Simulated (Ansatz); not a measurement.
Basis sets compared for In(H2S)F3 (InH2SF3). The state is a singlet with charge 0. Geometry PBE-D4/def2-SVP. Ansatz on 4 threads of Arm Neoverse V2 on a shared host; times are rough, and most runs start from earlier orbitals.

```xyz
7

In    0.4470   -0.8841    0.3675
S    -0.4333    1.6954    0.1604
H     0.1090    1.2776   -1.0480
H    -1.6593    1.1830   -0.1555
F     1.8916   -1.0724    1.6849
F     0.9471   -0.4168   -1.5244
F    -1.3020   -1.7826    0.5150
```

In the def2 sets In takes a core potential, while STO-3G treats all electrons; there is no spin–orbit coupling.

STO-3G and 6-31G are all-electron sets without relativity, so their totals don't compare with the def2 sets.

Binding counts from free atoms (In doublet, S triplet, H doublet, F doublet) in the same basis, without a counterpoise term.

```
           level  functions  energy (Eh)  HOMO (eV)  LUMO (eV)  binding per atom (eV)  wall time
       HF/STO-3G         53   -6371.3192      -8.03       8.09                   2.02      0.3 s
 PBE-D4/def2-SVP         96    -888.3263      -7.95      -3.36                   3.10     0.65 s
PBE0-D4/def2-SVP         96    -888.3510      -9.58      -2.50                   2.94        1 s
```

Problem. Estimate the rows for HF/def2-TZVP, PBE-D4/def2-TZVP, PBE0-D4/def2-TZVP.

Solution. 
```
            level  functions  energy (Eh)  HOMO (eV)  LUMO (eV)  binding per atom (eV)  wall time
     HF/def2-TZVP        192    -886.4590     -12.94       0.81                   1.99      1.2 s
 PBE-D4/def2-TZVP        192    -888.8635      -8.24      -3.64                   3.11      1.4 s
PBE0-D4/def2-TZVP        192    -888.8825      -9.73      -2.73                   2.97      1.9 s
```
